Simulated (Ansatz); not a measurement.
Geometry optimisation, UKS PBE/def2-SVP (Ansatz).

The input (input.yaml):

```yaml
crystal:
  periodic: [false, false, false]
  atoms:
    - { symbol: Hf, position_ang: [0.01189, -0.008157, -0.065515] }
    - { symbol: Cl, position_ang: [0.085878, -0.058383, 2.403167] }
    - { symbol: Cl, position_ang: [2.174092, 0.0124, -0.942093] }
    - { symbol: Cl, position_ang: [-1.107654, 1.904307, -0.798641] }
    - { symbol: Cl, position_ang: [-1.112845, -1.884396, -0.878312] }
    - { symbol: "N", position_ang: [0.36162, -0.229521, 5.318263] }
    - { symbol: H, position_ang: [-0.636296, -0.544192, 5.336629] }
    - { symbol: H, position_ang: [0.225915, 0.807942, 5.338901] }
magnetization:
  spin_polarized: true
  initial_magnetization: 1
basis:
  gaussian: { orbitals: def2-SVP }
hamiltonian:
  xc: pbe
relax:
  f_tol: 0.03
  max_steps: 50
output:
  orbitals: {}
```

Run as:

```bash
$ ansatz run input.yaml --threads 4 --pin off --max-ram 5120MiB --backend cpu --events-out ev --progress --plain --runs-dir out
```

Q: Where does it end, and by what steps?

A: The run converged. After 5 steps the energy has fallen by 0.117 eV; Cl2 moved furthest, 0.18 Å.

```
step  energy less start (eV)  largest force component (eV/Å)  accepted
   0                  0.0000                           1.576       yes
   1                 -0.0236                           1.776       yes
   2                 -0.1129                           0.378       yes
   3                 -0.1157                           0.187       yes
   4                 -0.1164                           0.063       yes
   5                 -0.1165                           0.015       yes
```

```xyz
8
Properties=species:S:1:pos:R:3
Hf 0.013 -0.009 -0.111
Cl 0.081 -0.055 2.228
Cl 2.191 0.011 -0.962
Cl -1.114 1.918 -0.812
Cl -1.120 -1.899 -0.895
N 0.362 -0.229 5.433
H -0.635 -0.546 5.417
H 0.225 0.808 5.416
```

Whether the end is a true minimum wasn't checked by a vibrational analysis.

Time of the run: 12 s on 4 threads of Intel(R) Xeon(R) 6975P-C (Granite Rapids), on a shared host, peak memory 0.26 GiB.
